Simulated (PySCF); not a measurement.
H4NSi, SMILES [NH][SiH3] (connectivity only; charge and spin as stated), charge -1, multiplicity 1. The structure is a stationary point at PBE0-D3(BJ)/def2-TZVPD. The multiplicity is an assumed one; other spin states were not compared. The isomer is the one that the SMILES or the coordinates give; other isomers of the formula were not compared.

Level of theory: PBE0-D3(BJ)/def2-TZVPD (PySCF).

Harmonic wavenumbers (cm⁻¹): 269, 639, 673, 806, 928, 945, 966, 1024, 1870, 1935, 2062, 3531. Rotational constants (GHz): 79.66, 14.23, 13.89; symmetry number 1.

Work out the zero-point energy and the ideal-gas rigid-rotor harmonic-oscillator thermochemistry at 298.15 K and 1 atm.

ZPE = ½ Σ hcν = ½ × 15646 cm⁻¹ = 22.37 kcal/mol. H − E(el) = 25.35 kcal/mol. Entropy in cal/(mol K): translation 37.41, rotation 20.55, vibration 2.98, total 60.94. G − E(el) = 7.18 kcal/mol. Cp = 13.87 cal/(mol K).
